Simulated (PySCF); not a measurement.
## Ionisation energy of Pt by level of theory

Pt [Xe] 4f14 5d9 6s1 (3D) → Pt⁺ [Xe] 4f14 5d9 (2D), as a difference of total energies. Calculation: PySCF 2.14, in def2-SVPD with the def2 core potential (60 electrons); scalar relativity through the core potential. Correlated levels: valence: 5s2 5p6 frozen; valence and next inner shell: nothing frozen outside the core potential. The calculations carry no spin-orbit coupling.

```
                                method  ionisation energy (eV)
                                   UHF                   7.577
                                   LDA                   9.781
                                   PBE                   9.358
                                  PBE0                   9.064
                                 TPSSh                   9.070
                               wB97M-V                   8.696
                         MP2 (valence)                   8.719
                     SCS-MP2 (valence)                   8.550
    MP2 (valence and next inner shell)                   8.910
SCS-MP2 (valence and next inner shell)                   8.696
```

**Question.** How much does correlation contribute at MP2 (valence and next inner shell)?

**Answer.** 8.910 − (7.577) = 1.333 eV, measured against UHF.

The reference lies between the lowest fine-structure levels, while these numbers refer to the centres of the terms.

Errors of the correlated levels include the incompleteness of this basis and the frozen core.

For comparison: 8.959 eV (measured; NIST Atomic Spectra Database, ionization energies).
